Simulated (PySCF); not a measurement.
CH4N2Si.
SMILES with atom numbers: `[N:1]#[C:2][SiH2:3][NH2:4]` (hydrogens: H5, H6 on Si3; H7, H8 on N4)

Theory: PySCF, PBE0-D3(BJ)/def2-SVP geometry optimisation, gas phase.

(1) Give the optimised bond lengths and angles.

## Answers

(1) 
| bond | length (bohr) |
| --- | --- |
| N1≡C2 | 2.193 |
| C2–Si3 | 3.548 |
| Si3–N4 | 3.240 |
| Si3–H5, Si3–H6 | 2.808 |
| N4–H7, N4–H8 | 1.916 |

Bonds in one row agree within 0.02 bohr and their mean is given. A selection of angles:
| angle | degrees |
| --- | --- |
| N1–C2–Si3 | 178.1 |
| C2–Si3–N4 | 113.9 |
| C2–Si3–H5 | 105.3 |
| N4–Si3–H5 | 109.7 |
| H5–Si3–H6 | 113.0 |
| Si3–N4–H7 | 120.1 |
| H7–N4–H8 | 111.1 |

Si3 (SiH2 silicon) is distorted tetrahedral (angles from 105.1° to 113.9°). N4 (silicon-bound nitrogen) has angles 120.2°, 120.1° and 111.1°, sum 351.3°, 0.20 Å off the plane of its three neighbours. The 4 heavy atoms lie in one plane (0.002 Å rms).

Point group: Cs (tolerance 0.08 Å). Not checked by PBE0-D3(BJ)/def2-SVP frequencies. One conformer, not necessarily the lowest (C2–Si3–N4–H -72° and 72°).
